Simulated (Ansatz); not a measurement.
CH5AlO2, SMILES `[CH3][Al]([OH])[OH]`. The species carries charge 0 and has multiplicity 1. Geometry: relaxed with PBE0-D4/def2-TZVP. It is one conformer, not always the lowest.

```xyz
9

C    -0.163   -1.316   -0.736
Al    0.045    0.357    0.209
O    -0.445    1.790   -0.558
O     0.711    0.346    1.771
H     0.450   -1.332   -1.642
H     0.127   -2.168   -0.117
H    -1.199   -1.461   -1.055
H    -0.384    2.668   -0.188
H     0.857    1.116    2.315
```

(1) What is the dipole moment at ωB97M-V/def2-TZVPP? (Estimate.)

(2) And with PBE, r2SCAN, B3LYP? (An estimate is asked.)

(3) Give the Mulliken charges with ωB97M-V, r2SCAN, B3LYP in def2-TZVPP. (An estimate is asked.)

## Answers

(1) The calculation gave: 1.68 D, with components (0.18, 1.46, 0.80) D in this frame, pointing from negative to positive charge.

(2) Ansatz gave: PBE 1.54 D, r2SCAN 1.63 D, B3LYP 1.64 D.

(3) Ansatz gave: 
| atom | ωB97M-V | r2SCAN | B3LYP |
| --- | --- | --- | --- |
| C1 | -0.53 | -0.39 | -0.46 |
| Al2 | 0.67 | 0.69 | 0.67 |
| O3 | -0.40 | -0.43 | -0.41 |
| O4 | -0.39 | -0.43 | -0.41 |
| H5 | 0.11 | 0.07 | 0.09 |
| H6 | 0.12 | 0.08 | 0.10 |
| H7 | 0.11 | 0.07 | 0.10 |
| H8 | 0.15 | 0.18 | 0.16 |
| H9 | 0.15 | 0.18 | 0.16 |

B3LYP here is the variant with VWN-RPA as its local correlation; programs differ in this.
